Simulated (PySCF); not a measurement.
Compound: B2H6NP.
SMILES with atom numbers: `[BH2:1][NH:2][BH:3][PH2:4]` (hydrogens: H5, H6 on B1; H7 on N2; H8 on B3; H9, H10 on P4)

Structure used (PBE0-D3(BJ)/def2-SVP), in Å, numbered top down from 1:
```xyz
10
B2H6NP angstrom
B      1.778   -0.082   -0.211
N      0.504   -0.022    0.409
B     -0.700   -0.586   -0.101
P     -2.347   -0.567    0.869
H      2.718    0.458    0.323
H      1.892   -0.669   -1.260
H      0.452    0.485    1.288
H     -0.648   -1.198   -1.141
H     -2.293    0.749    1.417
H     -3.210   -0.263   -0.219
```

Computed with TDDFT PBE0/def2-SVPD, vertical, gas phase, core orbitals frozen in the response (PySCF 2.14.0, density-fitted response routines).

Kohn–Sham orbitals with the atoms that hold most of them (Löwdin shares over 4%, at most four atoms; ? is withheld):

| orbital | ε (eV) | atoms |
| --- | --- | --- |
| LUMO+2 | 0.27 | B3 30%, P4 23%, B1 14%, H7 9% |
| LUMO+1 | 0.11 | B1 23%, B3 19%, N2 16%, P4 15% |
| LUMO | -1.43 | B1 28%, B3 28%, N2 14%, P4 12% |
| HOMO | ? | ? |
| HOMO-1 | -9.10 | ? |
| HOMO-2 | -9.39 | B1 29%, H6 17%, N2 14%, H5 14% |
| HOMO-3 | -9.98 | N2 50%, B3 18%, B1 11%, P4 7% |

Question: Give the leading atoms of the HOMO-1.

Answer: P4 (bonded to B and 2 H) 22%; B3 (bonded to N, P and H) 20%; B1 (bonded to N and 2 H) 15%; N2 (bonded to 2 B and H) 12%. By element: boron 34%, phosphorus 22%, nitrogen 12%.

Question: Give the leading atoms of the HOMO.

Answer: P4 (bonded to B and 2 H) 62%; B3 (bonded to N, P and H) 15%; H10 (bonded to P) 6%; H9 (bonded to P) 6%. By element: phosphorus 62%, boron 15% or more, hydrogen 13% or more.

Question: What is the HOMO energy, and the HOMO–LUMO gap?

Answer: ε(HOMO) = -7.42 eV; the gap is 5.99 eV (0.2201 hartree).

Question: How does S1 compare with the orbital gap of 5.99 eV?

Answer: S1 is at 5.03 eV (f = 0.127), 0.96 eV below the gap, made of HOMO→LUMO (94%). Without the coupling terms of the response equations the lowest excitation would equal the gap.

Question: Give energy, strength and leading configuration of S1, S2 and S5, and follow the Löwdin shares of the leading atoms from the occupied to the empty orbital.

Answer: 
- S1 (5.03 eV, f 0.127), HOMO→LUMO (94%): P4 62% → 12%, B3 15% → 28%, B1 at most 7% → 28%
- S2 (6.18 eV, f 0.051), HOMO-1→LUMO (72%): P4 22% → 12%, B3 20% → 28%, B1 15% → 28%
- S5 (6.48 eV, f 0.029), HOMO→LUMO+1 (79%): P4 62% → 15%, B3 15% → 19%, B1 at most 7% → 23%

One conformer stands for the species.
